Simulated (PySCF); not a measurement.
Planning a geometry optimisation on `[SnH3][PH2]`.

Method: PBE0-D3(BJ)/def2-SVP geometry optimisation, gas phase, def2 core potentials past Kr (PySCF 2.14.0). Work: geometry optimisation from a GFN2-xTB start shaken at random, density fitting. A driver script takes a list of jobs; this job's settings line and coordinates (Å) are shown.

Input:
```
{"job": {"xc": "PBE0", "basis": "def2-SVP", "d3": "d3bj", "grid": 1, "maxiter": 30, "shake": 0.01, "kind": "geom"}, "charge": 0, "multiplicity": 1}
P      1.480300    -0.246110     0.828320
Sn    -0.827080     0.182730    -0.057980
H      2.055450     0.521260    -0.175580
H      1.653180    -1.399150     0.117050
H     -1.942360    -0.823850     0.664980
H     -1.336200     1.746150     0.283260
H     -1.049340    -0.010120    -1.709980
```

Hardware: Intel Xeon at 2.60 GHz, one thread, no GPU, shared host with 128 logical CPUs at a one-minute load of 12. PySCF's memory limit was set to 2320 MB.

Question: How large is the basis?

Answer: 69 functions.

Question: Estimate the wall time.

Answer: About 10 s. The run took 5 energy-and-gradient evaluations and 32 SCF cycles, 2.0 s an evaluation on average.

Question: Estimate the peak memory.

Answer: About 0.32 GiB. Peak memory is the resident size of the whole Python process, interpreter and libraries included.

The output:
```
step   0  E = -558.38900861  max force = 0.026895
step   1  E = -558.39305679  max force = 0.009185
step   2  E = -558.39410216  max force = 0.001768
step   3  E = -558.39415151  max force = 0.000285
step   4  E = -558.39415731  max force = 0.000160
optimisation converged
```

Energies in Eh; «max force» is the largest Cartesian gradient component in Eh/bohr.

Other jobs ran on the host; a repeat could differ by tens of per cent or more.

The run converged: final energy -558.39416 Eh after 4 steps; dipole 0.85 D.
